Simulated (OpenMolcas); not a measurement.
**Ionisation energies of indium**

| Quantity | Value |
| --- | --- |
| Program | OpenMolcas 26.06 |
| Basis | ANO-RCC-VQZP [8s7p5d3f2g] |
| Scalar Hamiltonian | DKH2, point nucleus |
| Spin-orbit coupling | state interaction with AMFI integrals over the reference wave functions, term energies averaged over their components |

Active shells in each charge state: the valence s, p shells, with orbitals averaged over the low states. Where CASPT2's correlated closed shells are named, they are those of the first ion.

A. CASSCF
B. SS-CASPT2, IPEA 0.25 Eh, imaginary shift 0.1 Eh (closed shells correlated: 4d)
C. SS-CASPT2, IPEA 0 Eh, imaginary shift 0.1 Eh (closed shells correlated: 4d)
D. SS-CASPT2, IPEA 0.25 Eh, imaginary shift 0.1 Eh (closed shells correlated: 4s 4p 4d)
E. SS-CASPT2, IPEA 0.25 Eh, imaginary shift 0.1 Eh (closed shells correlated: none)

Energies in eV between the lowest computed levels (charge -1 gives the electron affinity), named as in B; reference values from the NIST Atomic Spectra Database with their kind.

```
             From                 To       A       B       C       D       E  Spin-orbit share in B          Reference
  In- 5s² 5p² ³P₀  In 5s² 5p ²P°_1/2  -0.389   0.082   0.179   0.081  -0.008                 -0.052                   
In 5s² 5p ²P°_1/2        In+ 5s² ¹S₀   4.878   5.715   5.834   5.732   5.427                 +0.174   5.786 (measured)
      In+ 5s² ¹S₀     In2+ 5s ²S_1/2  17.847  18.682  18.680  18.777  17.903                 +0.000  18.870 (measured)
   In2+ 5s ²S_1/2      In3+ 4d¹⁰ ¹S₀  26.583  27.941  27.998  28.089  26.583                 +0.000  28.044 (measured)
```

Error against the reference values, in %:

```json
{"From": "In", "Reference": "measured", "A": "-15.7", "B": "-1.2", "C": "+0.8", "D": "-0.9", "E": "-6.2"}
{"From": "In+", "Reference": "measured", "A": "-5.4", "B": "-1.0", "C": "-1.0", "D": "-0.5", "E": "-5.1"}
{"From": "In2+", "Reference": "measured", "A": "-5.2", "B": "-0.4", "C": "-0.2", "D": "+0.2", "E": "-5.2"}
```

Mean absolute error over the 3 measured values: A 1.13 eV, B 0.12 eV, C 0.09 eV, D 0.06 eV, E 0.93 eV. D lies closest.

No diffuse functions were added, so the electron affinity comes out too small, and without dynamic correlation a bound anion can come out unbound.

° marks odd parity.
